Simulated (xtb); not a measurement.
C₃H₄FNSi, SMILES N#C/C=C\[SiH2]F. All values are semi-empirical tight-binding results from xtb (GFN2-xTB unless named), good for trends rather than for accurate numbers. The structure is a stationary point at GFN2-xTB. The structure was generated by enumeration; whether it is a known compound was not checked. Other conformers were not sampled.

orbital gap: 3.47 eV
dipole moment: 2.24 D
zero-point energy: 37.0 kcal/mol
G − E(el) at 298.15 K (modified RRHO): 17.0 kcal/mol
static polarisability (D4 model): 68.9 bohr³
solvation energy, GFN2-xTB/ALPB(water): -4.5 kcal/mol
solvation energy, GFN2-xTB/ALPB(acetone): -5.6 kcal/mol
